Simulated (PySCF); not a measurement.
Excitations are Tamm–Dancoff values on a coarser integration grid. The basis has no diffuse functions, so Rydberg states are missing or too high.

Z-matrix (Å, degrees):
```
B
C 1 1.5702
H 2 1.0919 1 114.63
H 2 1.0929 3 109.30 1 128.62
H 2 1.0998 3 106.51 4 113.59
C 1 1.5704 2 119.91 3 -17.41
H 6 1.0919 1 114.82 2 -159.34
H 6 1.0931 7 109.32 1 -128.84
H 6 1.1000 7 106.59 8 -113.59
C 1 1.5713 2 120.51 3 164.19
H 10 1.0913 1 115.21 2 -16.64
H 10 1.0942 11 109.03 1 127.34
H 10 1.0991 11 107.21 12 113.22
```
Charge 0, multiplicity 1.

**Question.** What is the computed dipole moment, LUMO and S1 excitation (TDA) (ωB97X-D3(BJ)/def2-TZVP // B3LYP-D3(BJ)/def2-TZVP (PySCF))?

**Answer.** 
```json
{
  "dipole_moment": "0.06 D",
  "LUMO": "2.08 eV",
  "S1 excitation (TDA)": "6.75 eV"
}
```
